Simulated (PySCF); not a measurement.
**Electronic structure of Bi (bismuth, neutral) at the UHF level**

Configuration: [Xe] 4f14 5d10 6s2 6p2 7s1, high-spin 4P determinant (an excited configuration). All numbers are calculated (PySCF 2.14, a scalar-relativistic core potential, in aug-cc-pVQZ-PP with ECP60MDF).

| Property | Result |
| --- | --- |
| Total energy | -213.405448 hartree |
| One-electron energy | -369.8121 hartree |
| Hartree (Coulomb) energy | 172.3950 hartree |
| Exchange energy | -15.9884 hartree |
| ⟨S²⟩ | 3.7577 |
| ⟨L²⟩ | 2.027 |
| Sum of ⟨r⟩ | 36.46 bohr |
| Sum of ⟨r²⟩ | 99.31 bohr² |
| Traceless quadrupole moment −½Σ⟨3z² − r²⟩ along its main axis | 2.25 e·bohr² |

| shell | electrons | mean orbital energy (hartree) | spread (hartree) | rms radius, mean of both spins (bohr) |
| --- | --- | --- | --- | --- |
| 5s α | 1 | -6.82480 | 0 | 0.899 |
| 5s β | 1 | -6.81392 | 0 | 0.899 |
| 5p α | 3 | -4.39913 | 0.00639 | 1.02 |
| 5p β | 3 | -4.39138 | 0.02001 | 1.02 |
| 5d α | 5 | -1.45312 | 0.01451 | 1.32 |
| 5d β | 5 | -1.44141 | 0.02513 | 1.32 |
| 6s α | 1 | -0.86399 | 0 | 2.32 |
| 6s β | 1 | -0.71315 | 0 | 2.32 |
| 6p α | 2 | -0.41241 | 0 | 3.07 |
| 7s α | 1 | -0.11399 | 0 | 6.67 |

Energies and moments cover only the electrons outside the core potential. Spin-orbit coupling is strong in this species (close to jj coupling), so the high-spin LS determinant is a model state, not a physical level. The outer electron is Rydberg-like, and this basis confines it to a smaller radius and binds it less than a complete one would.
